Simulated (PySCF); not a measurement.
## Structure from NMR data

An unknown has the formula C$_{3}$H$_{4}$F$_{4}$. Its calculated NMR data are:

1H NMR (400 MHz, computed): δ 4.58 (dt, J = 53.1, 8.6 Hz, 2H), 2.30 (qtd, J = 10.1, 8.6, 7.6 Hz, 2H).

13C{1H} NMR (computed): δ 129.9 (C, qd, J = 342.5, 19.8 Hz), 77.9 (CH2, dq, J = 238.1, 3.1 Hz), 37.5 (CH2, qd, J = 30.1, 21.6 Hz).

PySCF 2.14.0 with density-fitted response routines calculation with PBE0-D3(BJ)/def2-SVP geometry, B3LYP/pcJ-1 coupling constants (spin–dipole term only in couplings to heteroatoms) and PBE0/pcSseg-1 with gauge-including orbitals; isolated molecule, non-relativistic Hamiltonian, one conformer, averaged over atoms made equivalent by symmetry, fast rotation or ring inversion.

References, each an isolated molecule treated in the same way: 1H, 13C against TMS.

Q: What is the structure?

A: 
1. The formula gives 0 degrees of unsaturation.
2. 3 carbon signals for 3 carbons: no two carbons are equivalent.
3. Carbon types of the structure: 1 × C, 2 × CH2, which accounts for all hydrogens.
4. δC 129.9: CF3 carbon; 3 electronegative neighbours deshield it.
5. δC 77.9: sp3 CH2 bonded to F; pulled downfield by the heteroatom.
6. δC 37.5: sp3 CH2; a saturated carbon with 2 carbon neighbours and no heteroatom attached.
7. δH 4.58: hydrogen on an sp3 CH2 bonded to F; its carbon carries F, which withdraws density.
8. δH 2.30: hydrogen on an sp3 CH2.
9. The protons at 4.58 and 2.30 share a coupling of 8.6 Hz (vicinal).

Structure: 1,1,1,3-tetrafluoropropane (FCCC(F)(F)F).

The shifts were computed for this structure.

Common functionals overestimate the size of one-bond C–F couplings by tens of Hz; these are unscaled. Multiplet labels drop couplings under 1 Hz and merge nearly equal ones. Unscaled 3J(H,H) at this level run about 10 % above measured values. Shifts are as computed. Against solution values, carbons near 30 ppm lie about +2 ppm off and those near 130 ppm about +5 ppm. Of 1211 compounds with measured shifts, 218 miss one by over three times the rms of a fit or turn the order of signals round; such compounds aren't used in these exercises. Chain 3J(H,H) values assume equally populated staggered rotamers: (2 J gauche + J anti)/3. Only one conformer was computed, so three-bond couplings in flexible chains and rings are approximate.
